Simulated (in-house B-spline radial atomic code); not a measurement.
## BSE on G0W0@HF excitations of B³⁺

Method: BSE on G0W0@HF. Computed with an all-electron radial atomic-structure program (B-spline basis): linear response of the closed shell 1s2 with a statically screened interaction on G0W0 levels; non-relativistic, point nucleus, no spin-orbit coupling, no double excitations, S, P, D and F terms only.

Command:
```bash
python run_td.py task.json out
```
Settings (radii: box in bohr, nucleus in fm):
```
Z                        5
electrons                2
configuration            1s2
hamiltonian              nr
method                   bse
box_radius               23.08
intervals                47
```

Run time, properties included: 5.2 s on 1 thread of Intel(R) Xeon(R) Platinum 8488C (Sapphire Rapids) (shared host).

The lowest states, in the order of their Tamm-Dancoff energies; the method's threshold (minus the highest G0W0 level) is 259.33 eV. Labels give the largest channel, * marks a mixed state, and oscillator strengths are full-response dipole values. Energies in eV:

| state | full response | Tamm-Dancoff | oscillator strength |
| --- | --- | --- | --- |
| 1s → 2s 3S | 198.39 | 198.45 | - |
| 1s → 2p 3P | 202.77 | 202.79 | - |
| 1s → 2s 1S | 203.13 | 203.20 | - |
| 1s → 2p 1P | 205.80 | 205.83 | 0.595 |
| 1s → 3s 3S | ? | ? | - |
| 1s → 3p 3P | 234.54 | 234.54 | - |
| 1s → 3s 1S | ? | ? | - |
| 1s → 3d 3D | 235.12 | 235.12 | - |
| 1s → 3d 1D | 235.15 | 235.15 | - |
| 1s → 3p 1P | 235.38 | 235.39 | 0.135 |
| 1s → 4s 3S | 245.01 | 245.01 | - |
| 1s → 4p 3P | 245.47 | 245.47 | - |
| 1s → 4s 1S | 245.50 | 245.50 | - |
| 1s → 4d 3D | 245.71 | 245.71 | - |
| 1s → 4f 3F | 245.73 | 245.73 | - |
| 1s → 4f 1F | 245.73 | 245.73 | - |
| 1s → 4d 1D | 245.73 | 245.73 | - |
| 1s → 4p 1P | 245.82 | 245.82 | 0.0523 |

(1) Where does 1s → 3s 1S lie?

(2) Where does 1s → 3s 3S lie?

(3) How large is the singlet-triplet splitting of 1s → 2s (S terms) in Tamm-Dancoff?

(4) What polarisabilities and dispersion coefficient does the method give?

## Answers

(1) At 234.61 eV in full response, 234.62 eV in Tamm-Dancoff.

(2) At 233.38 eV in full response, 233.39 eV in Tamm-Dancoff.

(3) 4.75 eV, from the unrounded values.

(4) Dipole 0.01946 bohr³, quadrupole 0.00341 bohr⁵, C6 0.002563 hartree·bohr⁶ for two such species.
